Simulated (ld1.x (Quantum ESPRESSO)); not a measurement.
## Before and after: PAW potential for As

As, PAW, made with ld1.x (Quantum ESPRESSO) 7.5 (PBE, scalar-relativistic). Core [Ar] 3d10, reference 4s2 4p2 (charge +1). Waves: 4s (bound): rcut 1.35, rcutus 1.80 bohr; 4s channel at 1.3 Ry: rcut 1.35, rcutus 1.80 bohr; 4p (bound): rcut 1.25, rcutus 1.60 bohr; 4p channel at -0.65 Ry: rcut 1.25, rcutus 1.60 bohr; 4d channel at 0.3 Ry: rcut 1.15, rcutus 1.30 bohr; 4d channel at 1.45 Ry: rcut 1.15, rcutus 1.30 bohr. Local part: all-electron potential smoothed inside 1.10 bohr (lloc = -1). Core correction: a·sin(br)/r model core, default radius (core density twice the valence density). Augmentation charge: PSQ, inside the norm-conserving radii.

Change: all radii but the core radius scaled by about 1.03 (s 1.86, p 1.66, d 1.34 bohr, rcut 1.40/1.30/1.18); local potential all-electron potential smoothed inside 1.14 bohr (lloc = -1).

Cutoffs: the cutoffs (Ry, on a coarse ladder) from which the occupation-weighted sum of valence levels, in a spherical-Bessel basis at the reference potential, stays within 10 and 1 mRy of its value at 400 Ry; they do not see the model core or the augmentation charge, which bear on the density cutoff. Errors are all-electron minus pseudo energies relative to the spin-unpolarised reference configuration.

Problem. What does the change do?

Solution. The potential gets softer (8 Ry and 21 Ry → 8 Ry and 18 Ry); both files keep a bound ghost (d, s); the number of tests with a reliable result goes from 7 to 2 (the test run of the changed file stopped, so its transferability is not established). A larger radius leaves more room for a smooth pseudo-wave, so fewer plane waves are needed.

```tsv
quantity	base	changed
cutoff, loose	8 Ry	8 Ry
cutoff, tight	21 Ry	18 Ry
bound ghosts	d, s	d, s
tests with a reliable result	7 of 7	2 of 7 (the test run stopped)
error for 4s2 4p3, meV [ΔE -9.15 eV]	-2.2	-2.2
error for 4s2 4p1, meV [ΔE 17.92 eV]	-18	-16
lowest overlap eigenvalue by channel	s 0.32, p 0.61, d 0.00	s 0.31, p 0.59, d 0.88
```

 A true bound ghost makes a file unfit for plane-wave use even where its test errors are small: the radial tests pick states by their node count and pass the ghost by.
